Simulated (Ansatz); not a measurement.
Species: sum formula AlN$_{2}$OH$_{5}$, charge 0, multiplicity 1. 
Geometry from a B3LYP-D3(BJ)/def2-TZVP (Ansatz, a program for electronic structure) optimisation:
```
Al
O 1 1.7018
H 2 0.9562 1 125.06
N 1 1.7662 2 116.55 3 180.00
H 4 1.0064 1 125.82 2 180.00
H 4 1.0071 5 110.48 1 -180.00
N 1 1.7717 2 122.20 3 0.00
H 7 1.0069 1 125.19 2 0.00
H 7 1.0073 8 109.97 1 180.00
```
Charge 0, spin multiplicity 1.

Wanted: vertical ionisation energy (to the doublet state of charge +1; each state is the SCF solution reached for its spin), in eV. Correlated levels leave the core frozen unless marked. Open shells are spin-unrestricted. No spin-orbit coupling. Non-relativistic. CBS(X,Y): correlation extrapolated as X^-3; Hartree-Fock from the larger set. The bracket is a focal-point correction in the basis named. The program attaches cautions to a run behind CCSD/aug-cc-pV(D+d)Z: other roots. The program attaches cautions to a run behind CCSD(T)/aug-cc-pV(D+d)Z: other roots.

```json
[
 {"level": "HF/aug-cc-pV(Q+d)Z", "program": "Ansatz", "vertical ionisation energy (eV)": "8.24"},
 {"level": "SVWN5/def2-TZVPD", "program": "Ansatz", "vertical ionisation energy (eV)": "9.04"},
 {"level": "PBE/def2-TZVPD", "program": "Ansatz", "vertical ionisation energy (eV)": "8.79"},
 {"level": "r2SCAN/def2-TZVPD", "program": "Ansatz", "vertical ionisation energy (eV)": "8.87"},
 {"level": "B3LYP/def2-TZVPD", "program": "Ansatz", "vertical ionisation energy (eV)": "9.10"},
 {"level": "PBE0/def2-TZVPD", "program": "Ansatz", "vertical ionisation energy (eV)": "9.10"},
 {"level": "BHLYP/def2-TZVPD", "program": "Ansatz", "vertical ionisation energy (eV)": "9.26"},
 {"level": "CAM-B3LYP/def2-TZVPD", "program": "Ansatz", "vertical ionisation energy (eV)": "9.40"},
 {"level": "wB97M-V/def2-TZVPD", "program": "Ansatz", "vertical ionisation energy (eV)": "9.48"},
 {"level": "wB97X-V/def2-TZVPD", "program": "Ansatz", "vertical ionisation energy (eV)": "9.50"},
 {"level": "B2PLYP/def2-TZVPD", "program": "Ansatz", "vertical ionisation energy (eV)": "9.29"},
 {"level": "MP2/aug-cc-pV(T+d)Z", "program": "Ansatz", "vertical ionisation energy (eV)": "9.88"},
 {"level": "RI-MP2/aug-cc-pV(T+d)Z", "program": "Ansatz", "vertical ionisation energy (eV)": "9.88"},
 {"level": "RI-MP2/aug-cc-pV(Q+d)Z", "program": "Ansatz", "vertical ionisation energy (eV)": "9.94"},
 {"level": "RI-MP2/CBS(aug-cc-pV(T+d)Z,aug-cc-pV(Q+d)Z)", "program": "Ansatz", "vertical ionisation energy (eV)": "9.99"},
 {"level": "SCS-MP2/aug-cc-pV(T+d)Z", "program": "Ansatz", "vertical ionisation energy (eV)": "9.80"},
 {"level": "CCSD/aug-cc-pV(D+d)Z", "program": "Ansatz", "vertical ionisation energy (eV)": "9.45"},
 {"level": "CCSD/aug-cc-pV(T+d)Z", "program": "Ansatz", "vertical ionisation energy (eV)": "9.58"},
 {"level": "CCSD(T)/aug-cc-pV(D+d)Z", "program": "Ansatz", "vertical ionisation energy (eV)": "9.42"},
 {"level": "CCSD(T)/aug-cc-pV(T+d)Z", "program": "Ansatz", "vertical ionisation energy (eV)": "9.63"},
 {"level": "RI-MP2/CBS(aug-cc-pV(T+d)Z,aug-cc-pV(Q+d)Z)+[CCSD(T)-MP2]/aug-cc-pV(T+d)Z", "program": "Ansatz", "vertical ionisation energy (eV)": "9.73"}
]
```
